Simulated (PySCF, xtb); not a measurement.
sulfuric acid cation (H2O4S), SMILES O=S(=O)(O)O (connectivity only; charge and spin as stated), charge +1, multiplicity 2. The values are those of a single conformer.

Harmonic wavenumbers (cm⁻¹) from GFN2-xTB (xtb 6.7.1) at its own minimum, in rising order: 86, 235, 338, 346, 401, 411, 433, 721, 761, 847, 949, 972, 1150, 3423, 3439.

What does PBE-D3(BJ)/def2-SVP (PySCF 2.14.0) give at its own minimum? (An estimate is asked for; the answer gives what the named calculation found.)

161, 302, 324, 373, 415, 428, 451, 815, 871, 913, 1065, 1078, 1122, 3506, 3517. Paired by order, the mean absolute difference is 61 cm⁻¹ and the zero-point energies are 20.7 and 21.9 kcal/mol.
